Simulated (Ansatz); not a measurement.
Problem. Predict a relaxed structure of the cluster AgSn2 (the lowest doublet isomer of a short search), charge 0, doublet, at PBE-D4/def2-TZVP (Ansatz).

Solution. 
Cartesian coordinates in Å:
```
Ag -1.340 -0.642 0.582
Sn 0.502 1.438 0.554
Sn 0.838 -0.796 -1.136
```
Point group C2v (tolerance 0.1 Å). The metal has 2 neighbours: Sn 2.78 Å, Sn 2.78 Å. This is one stationary point.

In the def2 sets Ag, Sn take a core potential; there is no spin–orbit coupling. The structure comes from a short search, and lower isomers may exist.
